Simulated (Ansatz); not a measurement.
Z-matrix (Å, degrees):
```
C
Se 1 1.962
H 1 1.086 2 110.5
H 1 1.089 2 105.6 3 119.0
H 1 1.086 2 110.3 3 -122.1
In 2 2.475 1 99.1 3 57.8
Cl 6 2.344 2 111.2 1 -0.6
H 6 1.701 2 131.3 1 179.7
```

Charge 0, multiplicity 1. In takes the def2 core potential.

(1) List the PBE0/def2-TZVPP orbital energies in eV (the Gaussian-basis code of Ansatz). (Best estimate.)

Answers

(1) Computed: Occupied: -12361.63, -2766.71, -1584.42, -1421.45, -1421.42, -1421.38, -279.07, -258.53, -214.82, -196.79, -196.69, -196.67, -158.39, -158.30, -158.16, -129.10, -85.55, -85.35, -85.28, -58.39, -58.37, -58.25, -58.17, -58.16, -22.85, -22.28, -22.06, -22.04, -21.99, -21.27, -20.88, -17.51, -12.53, -12.11, -11.83, -10.08, -9.37, -8.86, -8.76, -7.97, -6.99. Lowest empty: -1.60, -1.30, -0.35, 0.87, 1.54, 1.91, 1.93, 2.47.
